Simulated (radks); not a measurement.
Values are calculated unless marked as measured or tabulated.
Polarisability of the rhodium ion Rh+, [Kr] 4d8, at imaginary frequency. Level of theory: non-relativistic Kohn-Sham, LB94 model potential, spin-polarised, spherical densities, point nucleus; open shells are filled with parallel spins first (spin-orbit coupling, left out, can overturn this in heavy ions); relativity is left out, which matters for an element this heavy (a radial shooting solver on a logarithmic mesh with Libxc functionals). Response by self-consistent Sternheimer equations with the Hartree and adiabatic LDA kernel.

| w (hartree) | alpha1(iw) (bohr^3) |
|---|---|
| 0.00266 | 11.47 |
| 0.0143 | 11.46 |
| 0.0360 | 11.42 |
| 0.0697 | 11.27 |
| 0.118 | 10.91 |
| 0.186 | 10.24 |
| 0.280 | 9.176 |
| 0.413 | 7.797 |
| 0.605 | 6.251 |
| 0.892 | 4.671 |
| 1.35 | 3.162 |
| 2.12 | 1.849 |
| 3.59 | 0.8697 |
| 6.94 | 0.3031 |
| 17.5 | 0.06893 |

Static values: alpha1 = 11.47 bohr^3 (1.700 angstrom^3; uncoupled 17.68). C6 = 70.71, triple-dipole C9 = 547.0 atomic units. One-pole (London) frequency 4 C6 / (3 alpha1^2) = 0.716 hartree, against 0.740 for minus the highest occupied eigenvalue.
